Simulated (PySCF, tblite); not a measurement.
Calculations on `C#C[SiH2][C@H](F)[SiH2]` [radical], in the order of a workflow; each names the level of the geometry that it ran on. Settings lines and outputs come from a driver script.

C₃H₆FSi₂ (doublet state).
SMILES with atom numbers: `[CH:1]#[C:2][SiH2:3][C@H:4]([F:5])[SiH2:6]` (hydrogens: H7 on C1; H8, H9 on Si3; H10 on C4; H11, H12 on Si6)

Step 1: GFN2-xTB geometry optimisation, gas phase (tblite 0.8.0) (from a force-field or distance-geometry start)
```json
{"job": {"kind": "relax", "xc": "GFN2-xTB", "basis": "xTB"}, "charge": 0, "multiplicity": 2}
```
```
step      E/eV     max force
  0    -476.27329    2.515
  1    -476.28338    5.721
  2    -476.40680    0.970
...
 93    -476.59576    0.014
 94    -476.59579    0.015
 95    -476.59583    0.017
 96    -476.59587    0.016
 97    -476.59589    0.009
```

Energy lowered by 7.4 kcal/mol over 97 steps; largest atomic force 0.009 eV/Å at the end. «max force» is the largest atomic force in eV/Å.

On one thread of an Arm Neoverse V2, shared host with 96 logical CPUs at a one-minute load of 54, this took 0.44 s of wall time.

Step 2: GFN2-xTB harmonic vibrations, gas phase (tblite 0.8.0) (on the GFN2-xTB geometry)
```json
{"job": {"kind": "ir", "xc": "GFN2-xTB", "basis": "xTB"}, "charge": 0, "multiplicity": 2}
```
```
(table of modes left out)
```

30 modes from 35 to 3351 cm⁻¹ (unscaled, harmonic); zero-point energy 42.8 kcal/mol; all wavenumbers are real at this level.

Hardware: one thread, Arm Neoverse V2 (aarch64), shared host. Cost: 0.27 s wall.

Step 3: UKS B3LYP, pcH-1 on C F H Si, non-relativistic, mean-field spin-orbit, GIAO (PySCF 2.14.0) (on the GFN2-xTB geometry)
```json
{"job": {"kind": "epr", "basis": "pcH-1"}, "charge": 0, "multiplicity": 2}
```
```
...
E = -796.66571140 Eh   <S^2> = 0.7516 (exact 0.7500)
g shifts (ppm)      1          2          3
  rmc          -130       -130       -130
  gc             12         76         68
  oz_so        -203       1536       2051
  total        -321       1482       1989
hyperfine (MHz)  atom isotope    a_iso     a_fc   dipolar eigenvalues
    0   13C       0.42       0.41     -0.56     -0.12      0.68
    1   13C      -0.02      -0.02     -0.50     -0.35      0.84
    2  29Si     -51.00     -51.06     -8.07      3.62      4.45
    3   13C      -1.38      -1.40     -4.23     -4.01      8.25
    4   19F      53.05      52.87     -7.47     -6.26     13.73
    5  29Si    -461.07    -462.08   -174.16     86.51     87.65
    6    1H      -0.19      -0.19     -0.57     -0.47      1.04
    7    1H      19.86      19.86     -1.17     -0.49      1.66
    8    1H      -1.01      -1.01     -1.61     -0.73      2.35
    9    1H       8.55       8.56     -4.18     -2.44      6.62
   10    1H      26.26      26.23     -9.92      1.32      8.59
   11    1H      44.80      44.77     -9.94      1.65      8.28
```

⟨S²⟩ 0.752; g_iso 2.0034. rmc, gc and oz_so are the mass-correction, gauge-correction and orbital-Zeeman/spin–orbit parts of the g shift along its three principal axes; a_iso is the isotropic hyperfine coupling and a_fc its Fermi-contact part. The log counts atoms from 0, this text from 1.

Hardware: one thread, Arm Neoverse V2 (aarch64), no GPU, shared host with 96 logical CPUs at a one-minute load of 55. Cost: 41 s (with the writing of density and orbital grids), 0.78 GiB resident at most.

Geometry of the electronic-property runs (GFN2-xTB):
```
atom  x, y, z in Å
C1     2.569    0.887    0.330
C2     1.720    0.073    0.082
Si3    0.428   -1.189   -0.315
C4    -1.204   -0.491    0.441
F5    -2.219   -1.410    0.133
Si6   -1.741    1.251   -0.141
H7     3.310    1.602    0.549
H8     0.764   -2.470    0.311
H9     0.259   -1.305   -1.766
H10   -1.133   -0.510    1.535
H11   -0.833    2.254    0.402
H12   -1.919    1.307   -1.587
```

 (This holds for the electronic-property runs.)

One conformer stands for the species.
